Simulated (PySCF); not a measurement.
# 19F shifts, computed and measured

Computed: GIAO KT3/pcSseg-1, gas phase, PySCF SCF with an in-house response code, geometries GFN2-xTB, one conformer, no vibrational averaging, against isolated CFCl3 at the same level. Measured: against CFCl3, in the medium listed. The two scales can differ by a constant.

```
                                                                            compound (atom-mapped SMILES)  atom  computed / ppm  measured / ppm  medium
[O:1]=[C:2]([F:3])[c:4]1[cH:5][cH:6][c:7]([O:8][c:9]2[cH:10][cH:11][cH:12][cH:13][cH:14]2)[cH:15][cH:16]1    F3            -5.1              17   CDCl3
                  [O:1]=[C:2]([F:3])[CH2:4][CH2:5][CH2:6][CH2:7][c:8]1[cH:9][cH:10][cH:11][cH:12][cH:13]1    F3            19.1            45.5   CDCl3
```

(1) Give computed and measured shifts for these two.

```tsv
compound (atom-mapped SMILES)	atom
[CH3:1][CH2:2][O:3][C:4](=[O:5])[C@H:6]([F:7])[c:8]1[cH:9][cH:10][cH:11][cH:12][cH:13]1	F7
[F:1][C:2]([F:3])([F:4])[CH2:5][N:6]([CH2:7][C:8]([F:9])([F:10])[F:11])[CH2:12][C:13]([F:14])([F:15])[F:16]	F1/3/4/9/10/11/…
```

(2) How well does this level do over the whole set?

Results:

(1) 
| compound (atom-mapped SMILES) | atom | computed / ppm | measured / ppm | medium |
| --- | --- | --- | --- | --- |
| [CH3:1][CH2:2][O:3][C:4](=[O:5])[C@H:6]([F:7])[c:8]1[cH:9][cH:10][cH:11][cH:12][cH:13]1 | F7 | -241.8 | -174 | not stated |
| [F:1][C:2]([F:3])([F:4])[CH2:5][N:6]([CH2:7][C:8]([F:9])([F:10])[F:11])[CH2:12][C:13]([F:14])([F:15])[F:16] | F1/3/4/9/10/11/… | -98.7 | -71.5 | not stated |

(2) Computed less measured averages -35.9 ppm, and the scatter about that mean is 18.5 ppm (rms) over 4 compounds.

Measured values: G. Saielli, R. Bini, A. Bagno, Computational 19F NMR. 2. Organic compounds, RSC Adv. 2014, ESI; Marie Gonay, Chloé Batisse, Jean-François Paquin, Synthesis of Acyl Fluorides from Carboxylic Acids Using NaF-Assisted Deoxofluorination with XtalFluor-E, J. Org. Chem. 2020, 85, 10253−10260; Mengjie Cen, Xi Yang, Shanshan Zhang, Liguang Gan, Long Liu, Tieqiao Chen, Facile synthesis of acyl fluorides through deoxyfluorination of carboxylic acids.
